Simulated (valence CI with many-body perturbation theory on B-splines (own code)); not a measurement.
## Sm LVII: calculated level list

Level of theory: valence CI with perturbative core correlation (CI+MBPT): four valence electrons over a frozen Dirac-Fock core [He], a basis of 11 s, 11 p, 10 d, 8 f, 5 g, 2 h functions for each j, with the one-electron correlation potential Σ1, the two-electron term Σ2, the three-electron term Σ3, Breit, model QED; selected CI, second order for the rest, scaled by the run's own slope (own B-spline code, finite nucleus).

The last digits are not significant, and no measured levels were compared; by estimate large intervals hold to a few tenths of a per cent, small ones and those within an open d or f shell to about a per cent. Among the levels kept, up to 900 cm⁻¹ of a level comes from second order outside the variational space, and about a tenth of that is noise between levels of different J, which matters for small intervals.

Levels 1 to 45 of 208, with energies above the lowest level, (2s^2 2p1/2^2) J=0. "Leading %" is the weight of the configuration and term that name the level; weights of strongly mixed levels are sums over their largest components and can fall short, so below about 35 % the name and the second component can differ from the true leading terms, or belong to a minority configuration. In the jj column 3d3/2^4 stands for four electrons in 3d with j = 3/2. Lifetimes count E1, E2, E3, M1 and M2 decay at the calculated energies, and are blank where another channel may lead or the interval is too uncertain; long ones can be off by a factor of two.

```
No.  Configuration  Term  J  E (× 10³ cm⁻¹)  Leading %  Lifetime  Second component                Leading jj
  1         2s²2p²    ³P  0            0.00         69              30 % 2s²2p² ¹S      2s^2 2p1/2^2 (100 %)
  2         2s²2p²    ³P  1          5044.3        100    642 ps                    2s^2 2p1/2 2p3/2 (100 %)
  3         2s²2p²    ¹D  2          5182.8         64    262 ns    36 % 2s²2p² ³P  2s^2 2p1/2 2p3/2 (100 %)
  4          2s2p³   ³P°  2          6887.4         47   48.3 ps    30 % 2s2p³ ⁵S°   2s 2p1/2^2 2p3/2 (99 %)
  5          2s2p³   ³D°  1          7459.6         33    396 fs    28 % 2s2p³ ¹P°   2s 2p1/2^2 2p3/2 (99 %)
  6         2s²2p²    ³P  2           10357         64    152 ps    36 % 2s²2p² ¹D       2s^2 2p3/2^2 (99 %)
  7         2s²2p²    ¹S  0           10752         69    126 ps    31 % 2s²2p² ³P       2s^2 2p3/2^2 (99 %)
  8          2s2p³   ⁵S°  2           11755         49   1.79 ps    47 % 2s2p³ ³D°   2s 2p1/2 2p3/2^2 (99 %)
  9          2s2p³   ³D°  3           12074        100   1.89 ps                    2s 2p1/2 2p3/2^2 (100 %)
 10          2s2p³   ³P°  0           12448        100    495 fs                    2s 2p1/2 2p3/2^2 (100 %)
 11          2s2p³   ³S°  1           12593         50    256 fs    42 % 2s2p³ ³D°   2s 2p1/2 2p3/2^2 (99 %)
 12          2s2p³   ¹D°  2           12675         74    262 fs    21 % 2s2p³ ³D°   2s 2p1/2 2p3/2^2 (99 %)
 13          2s2p³   ³P°  1           12702         60    395 fs    32 % 2s2p³ ¹P°   2s 2p1/2 2p3/2^2 (99 %)
 14            2p⁴    ³P  2           14636         68    276 fs       31 % 2p⁴ ¹D    2p1/2^2 2p3/2^2 (99 %)
 15            2p⁴    ¹S  0           15058         63    236 fs       37 % 2p⁴ ³P    2p1/2^2 2p3/2^2 (99 %)
 16          2s2p³   ³P°  2           17475         52    524 fs    17 % 2s2p³ ³D°         2s 2p3/2^3 (99 %)
 17          2s2p³   ¹P°  1           18026         38    201 fs    25 % 2s2p³ ³S°         2s 2p3/2^3 (99 %)
 18            2p⁴    ³P  1           19774        100    173 fs                       2p1/2 2p3/2^3 (100 %)
 19            2p⁴    ¹D  2           19916         69    182 fs       31 % 2p⁴ ³P     2p1/2 2p3/2^3 (100 %)
 20            2p⁴    ³P  0           25269         63    131 fs       36 % 2p⁴ ¹S           2p3/2^4 (100 %)
 21        2s²2p3s   ³P°  0           55664         99   10.4 fs                        2s^2 2p1/2 3s (99 %)
 22        2s²2p3s   ³P°  1           55690         67   8.31 fs  32 % 2s²2p3s ¹P°     2s^2 2p1/2 3s (100 %)
 23        2s²2p3p    ³D  1           56216         73    742 fs   22 % 2s²2p3p ¹P  2s^2 2p1/2 3p1/2 (100 %)
 24        2s²2p3p    ³P  0           56509         68    307 fs   31 % 2s²2p3p ¹S   2s^2 2p1/2 3p1/2 (99 %)
 25        2s2p²3s    ⁵P  1           57305         42   11.0 fs   28 % 2s2p²3s ³S      2s 2p1/2^2 3s (93 %)
 26        2s2p²3s    ³P  0           57571         69   11.4 fs   30 % 2s2p²3s ¹S      2s 2p1/2^2 3s (98 %)
 27        2s²2p3p    ³D  2           57858         53    501 fs   31 % 2s²2p3p ¹D  2s^2 2p1/2 3p3/2 (100 %)
 28        2s²2p3p    ³P  1           57885         45    165 fs   28 % 2s²2p3p ³S   2s^2 2p1/2 3p3/2 (94 %)
 29        2s2p²3p   ³P°  1           57923         32   3.08 fs  22 % 2s2p²3p ⁵D°   2s 2p1/2^2 3p1/2 (97 %)
 30        2s2p²3p   ³P°  0           57931         49    277 fs  45 % 2s2p²3p ⁵D°   2s 2p1/2^2 3p1/2 (99 %)
 31        2s²2p3d   ³F°  2           58291         74   7.84 fs  20 % 2s²2p3d ¹D°  2s^2 2p1/2 3d3/2 (100 %)
 32        2s²2p3d   ³D°  1           58483         50   1.09 fs  31 % 2s²2p3d ¹P°   2s^2 2p1/2 3d3/2 (97 %)
 33        2s²2p3d   ³P°  2           58800         47   1.35 fs  35 % 2s²2p3d ³D°   2s^2 2p1/2 3d5/2 (98 %)
 34        2s²2p3d   ³F°  3           58828         47   1.42 fs  31 % 2s²2p3d ¹F°  2s^2 2p1/2 3d5/2 (100 %)
 35        2s2p²3p   ³P°  2           59536         34   74.8 fs  21 % 2s2p²3p ⁵P°   2s 2p1/2^2 3p3/2 (98 %)
 36        2s2p²3p   ³D°  1           59574         33   3.66 fs  21 % 2s2p²3p ¹P°   2s 2p1/2^2 3p3/2 (99 %)
 37        2s2p²3d    ³D  1           59963         44   9.38 fs   38 % 2s2p²3d ⁵F   2s 2p1/2^2 3d3/2 (99 %)
 38        2s2p²3d    ³D  2           60006         30   6.91 fs   19 % 2s2p²3d ⁵F   2s 2p1/2^2 3d3/2 (97 %)
 39        2s2p²3d    ³D  3           60454         36   1.43 fs   18 % 2s2p²3d ⁵D   2s 2p1/2^2 3d5/2 (99 %)
 40        2s2p²3d    ³F  2           60581         30   1.49 fs   22 % 2s2p²3d ¹D   2s 2p1/2^2 3d5/2 (96 %)
 41        2s²2p3s   ³P°  2           60966         98   13.1 fs                        2s^2 2p3/2 3s (98 %)
 42        2s²2p3s   ¹P°  1           61024         66   6.74 fs  32 % 2s²2p3s ³P°      2s^2 2p3/2 3s (98 %)
 43        2s²2p3p    ³P  1           61628         50    256 fs   26 % 2s²2p3p ³S   2s^2 2p3/2 3p1/2 (97 %)
 44        2s²2p3p    ³D  2           61647         45    318 fs   32 % 2s²2p3p ¹D   2s^2 2p3/2 3p1/2 (97 %)
 45        2s2p²3s    ⁵P  2           62137         85   15.0 fs    8 % 2s2p²3s ³P  2s 2p1/2 2p3/2 3s (98 %)
```

The ionisation energy to 2s²2p ²P°1/2 of the next ion comes out as 12265 eV (NIST: 12264 ± 5 eV (theoretical)). All 208 levels together are meant to be complete up to 72717 × 10³ cm⁻¹.
